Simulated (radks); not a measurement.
Effect of the nuclear size on neutral xenon, [Xe]. All-electron calculation, Dirac Kohn-Sham, LDA (Slater exchange, Perdew-Wang correlation), spin-unpolarised, spherical densities, finite nucleus; Fermi nuclear charge, rms radius 4.7859 fm. Program: a radial shooting solver on a logarithmic mesh with Libxc functionals. The rms radius is varied about that value; shifts are against it.

| rms radius (fm) | total energy shift (eV) | density at nucleus (e/bohr^3) | 1s1/2 shift (meV) | 2s1/2 shift (meV) | 4p1/2 shift (meV) | 5s1/2 shift (meV) | 5p3/2 shift (meV) |
|---|---|---|---|---|---|---|---|
| 4.2595 | -1.38 | 2.762e+05 | -577 | -68.2 | 0.199 | -0.396 | 0.036 |
| 4.6375 | -0.403 | 2.72e+05 | -168 | -19.9 | 0.058 | -0.116 | 0.011 |
| 4.7859 | 0 | 2.705e+05 | 0.000 | 0.000 | 0.000 | 0.000 | 0.000 |
| 5.0348 | 0.699 | 2.68e+05 | 292 | 34.5 | -0.101 | 0.200 | -0.018 |
| 5.5564 | 2.26 | 2.633e+05 | 943 | 111 | -0.325 | 0.647 | -0.059 |

Slopes of the eigenvalues against <r^2> in GHz/fm^2, as finite differences over the two radii next to the reference (eigenvalue slopes, not the field-shift constants of lines): 1s1/2 29000, 2s1/2 3420, 4p1/2 -10.00, 5s1/2 19.9, 5p3/2 -1.81.
